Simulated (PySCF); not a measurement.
Isomers of C6H9F, one conformer each. Computed, not measured: core-valence-separated Tamm–Dancoff BHandHLYP/aug-pcX-1 (pcseg-1 on H) in PySCF, non-relativistic, gas phase, PBE0-D3(BJ)/def2-SVP geometry. Absolute energies from this functional tend to lie a few eV below measured edges; no shift was applied.

P. `C[C@@H]1CC=C[C@H]1F`
Q. `C=C=CC(C)(C)F`

Main lines, eV (oscillator strength):
1. C K: 283.1 (0.065), 283.2 (0.056), 283.2 (0.062), 283.3 (0.059), 285.3 (0.007); F K: 684.9 (0.030), 686.9 (0.005)
2. C K: 282.6 (0.045), 282.7 (0.076), 285.4 (0.010), 285.8 (0.011), 285.9 (0.013); F K: 685.1 (0.025), 686.4 (0.007), 687.0 (0.003), 687.6 (0.006)
Listed: the first five lines at most of each edge with a tenth or more of its strongest line's intensity; roots within 0.03 eV on the same or equivalent atoms are summed. Only the lowest roots were sought, and the top ones are left out.

Which spectrum belongs to which isomer?

1 = Q, 2 = P.
- P: first C line listed at 282.6 eV, hole on the alkene CH carbon (1s→π*); first F line listed at 685.1 eV, hole on the alkyl fluorine.
- Q: first C line listed at 283.1 eV, hole on the central carbon of cumulated double bonds; first F line listed at 684.9 eV, hole on the alkyl fluorine.

What are the ground-state energies of the isomers at BHandHLYP/aug-pcX-1 (pcseg-1 on H), relative to the lowest?

P 0.0, Q 97.9 kJ/mol (electronic energies on these geometries, no dispersion or zero-point terms).
